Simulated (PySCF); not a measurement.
Be(I)(iPr) (C3H7BeI), SMILES C[CH](C)[Be][I]. Geometry: B3LYP-D3(BJ)/def2-SVP. The structure was generated by enumeration; whether it is a known compound was not checked. The def2 effective core potentials stand for the cores of I; spin–orbit coupling is left out. The values are those of a single conformer.

Q: Give the equilibrium geometry at B3LYP-D3(BJ)/def2-SVP (PySCF confirms it by a frequency run) as bond lengths and angles, and its point group. (Estimate from the structure and the level; the computed values follow.)

A: One answer among several that fit: point group Cs.
Atoms: Be1 I2 C3 C4 C5 H6 H7 H8 H9 H10 H11 H12. Bonds (Å): Be1–I2 2.185, Be1–C3 1.684, C3–C4 1.543, C3–C5 1.543, C3–H6 1.111, C4–H7 1.106, C4–H8 1.104, C4–H9 1.103, C5–H10 1.103, C5–H11 1.106, C5–H12 1.104. Bond angles (°): I2–Be1–C3 179.9, Be1–C3–C4 112.9, Be1–C3–C5 112.9, Be1–C3–H6 105.3, C4–C3–C5 110.9, C4–C3–H6 107.2, C5–C3–H6 107.2, C3–C4–H7 111.3, C3–C4–H8 111.6, C3–C4–H9 112.5, H7–C4–H8 106.8, H7–C4–H9 107.2, H8–C4–H9 107.3, C3–C5–H10 112.5, C3–C5–H11 111.3, C3–C5–H12 111.6, H10–C5–H11 107.2, H10–C5–H12 107.3, H11–C5–H12 106.8.
Charge 0, spin multiplicity 1.
